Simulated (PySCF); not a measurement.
Correlation energy of Pt (platinum, neutral)

[Xe] 4f14 5d9 6p1, one real determinant (an excited configuration). Computed with PySCF 2.14 in x2c-TZVPPall (11s7p7d3f1g, 97 functions), with scalar relativity by spin-free X2C-1e. Frozen: [Xe] 4f14; 10 electrons correlated.

| level | correlation energy (mhartree) |
| --- | --- |
| CCSD | -264.70 |
| (T) | -13.45 |
| CCSD(T) | -278.15 |

Diagnostics: T1 = 0.015, D1 = 0.0625, largest double amplitude 0.065.

The real determinant used has ⟨L²⟩ near 8 against 12 for a pure F term, so it mixes terms. Spin-orbit coupling, absent here, splits the open shell strongly.

Cost of the coupled-cluster step: roughly 21 core-seconds, for 10 correlated electrons.

Iterations:

```
CC2 = 0
CCSD nocc = (np.int64(6), np.int64(4)), nmo = (63, 63)
frozen orbitals [[0, 1, 2, 3, 4, 5, 6, 7, 8, 9, 10, 11, 12, 13, 14, 15, 16, 17, 18, 19, 20, 21, 22, 23, 24, 25, 26, 27, 28, 29, 30, 31, 32, 33], [0, 1, 2, 3, 4, 5, 6, 7, 8, 9, 10, 11, 12, 13, 14, 15, 16, 17, 18, 19, 20, 21, 22, 23, 24, 25, 26, 27, 28, 29, 30, 31, 32, 33]]
max_cycle = 100
direct = 0
conv_tol = 1e-08
conv_tol_normt = 1e-06
diis_space = 8
diis_start_cycle = 0
Init t2, MP2 energy = -0.27071974081431
Init E_corr(UCCSD) = -0.270719740818015
cycle = 1  E_corr(UCCSD) = -0.257665149974222  dE = 0.0130545908  norm(t1,t2) = 0.0563847
cycle = 2  E_corr(UCCSD) = -0.261661975293206  dE = -0.00399682532  norm(t1,t2) = 0.0285156
cycle = 3  E_corr(UCCSD) = -0.263176080370743  dE = -0.00151410508  norm(t1,t2) = 0.0194338
cycle = 4  E_corr(UCCSD) = -0.264314824972568  dE = -0.0011387446  norm(t1,t2) = 0.00965951
cycle = 5  E_corr(UCCSD) = -0.264532910309837  dE = -0.000218085337  norm(t1,t2) = 0.00559944
cycle = 6  E_corr(UCCSD) = -0.264592635124755  dE = -5.97248149e-05  norm(t1,t2) = 0.00273982
cycle = 7  E_corr(UCCSD) = -0.264702205128295  dE = -0.000109570004  norm(t1,t2) = 0.00177434
cycle = 8  E_corr(UCCSD) = -0.264691950703708  dE = 1.02544246e-05  norm(t1,t2) = 0.000958938
cycle = 9  E_corr(UCCSD) = -0.264691798977934  dE = 1.51725775e-07  norm(t1,t2) = 0.000678092
cycle = 10  E_corr(UCCSD) = -0.26469028111651  dE = 1.51786142e-06  norm(t1,t2) = 0.00120519
cycle = 11  E_corr(UCCSD) = -0.264701588261544  dE = -1.1307145e-05  norm(t1,t2) = 0.000353138
cycle = 12  E_corr(UCCSD) = -0.264696660898623  dE = 4.92736292e-06  norm(t1,t2) = 0.000198555
cycle = 13  E_corr(UCCSD) = -0.264697662674028  dE = -1.00177541e-06  norm(t1,t2) = 8.97271e-05
cycle = 14  E_corr(UCCSD) = -0.264696209939879  dE = 1.45273415e-06  norm(t1,t2) = 3.85135e-05
cycle = 15  E_corr(UCCSD) = -0.264696779318426  dE = -5.69378547e-07  norm(t1,t2) = 2.36716e-05
cycle = 16  E_corr(UCCSD) = -0.264696672046952  dE = 1.07271474e-07  norm(t1,t2) = 1.61746e-05
cycle = 17  E_corr(UCCSD) = -0.264696642145725  dE = 2.99012271e-08  norm(t1,t2) = 9.5088e-06
cycle = 18  E_corr(UCCSD) = -0.26469656793911  dE = 7.42066156e-08  norm(t1,t2) = 5.72002e-06
cycle = 19  E_corr(UCCSD) = -0.264696562272227  dE = 5.66688257e-09  norm(t1,t2) = 1.0113e-05
cycle = 20  E_corr(UCCSD) = -0.264696513544633  dE = 4.87275936e-08  norm(t1,t2) = 5.13174e-06
cycle = 21  E_corr(UCCSD) = -0.264696574927045  dE = -6.13824119e-08  norm(t1,t2) = 1.71755e-06
cycle = 22  E_corr(UCCSD) = -0.264696611913402  dE = -3.69863568e-08  norm(t1,t2) = 1.10406e-06
cycle = 23  E_corr(UCCSD) = -0.264696649563124  dE = -3.76497217e-08  norm(t1,t2) = 6.7618e-07
cycle = 24  E_corr(UCCSD) = -0.264696659916067  dE = -1.03529429e-08  norm(t1,t2) = 3.40175e-07
cycle = 25  E_corr(UCCSD) = -0.264696662841318  dE = -2.9252516e-09  norm(t1,t2) = 2.1089e-07
UCCSD converged
E(UCCSD) = -18410.25385936402  E_corr = -0.2646966628413184
UCCSD(T) correction = -0.013450586224401
```

The basis was made for the ground configuration and has no added diffuse functions, which can raise the energy of the promoted electron.

The reference is one real determinant that mixes LS terms of this configuration.
